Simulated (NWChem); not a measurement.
# C$_{6}$H$_{6}$N, doublet; SMILES c1cc(cc[c]1)N

```xyz
13

N     -0.0559     2.2703     0.0000
C     -0.0023     0.8802     0.0000
C     -0.0015     0.1584     1.2204
C     -0.0047    -1.2500     1.2262
C     -0.0084    -1.8936     0.0000
C     -0.0047    -1.2500    -1.2262
C     -0.0015     0.1584    -1.2204
H      0.2699     2.7321     0.8496
H      0.2699     2.7321    -0.8496
H     -0.0022     0.7088     2.1757
H     -0.0025    -1.7971     2.1827
H     -0.0025    -1.7971    -2.1827
H     -0.0022     0.7088    -2.1757
```
Atoms are numbered in this order, from 1.

All runs: NWChem. Spin-unrestricted. Medium grid unless said otherwise, to which SCAN and Minnesota functionals are sensitive. In the optimisation the excess spin sits in a' (Cs, its own frame). The geometry was optimised at PBE-D3(BJ)/def2-SVP, spin-unrestricted. No frequency run checked for a minimum. No stability test was run on the SCF state.

For level TPSSh/def2-SVP:

| Item | Value |
|---|---|
| highest occupied level (eV) | -5.12 |
| lowest empty minus highest occupied level, either spin (eV) | 2.98 |
| <S²> | 0.761 |

Question: What are these values for level SCAN/def2-SVP?

Answer: 
* **highest occupied level (eV)**: -4.90
* **lowest empty minus highest occupied level, either spin (eV)**: 2.71
* **<S²>**: 0.788
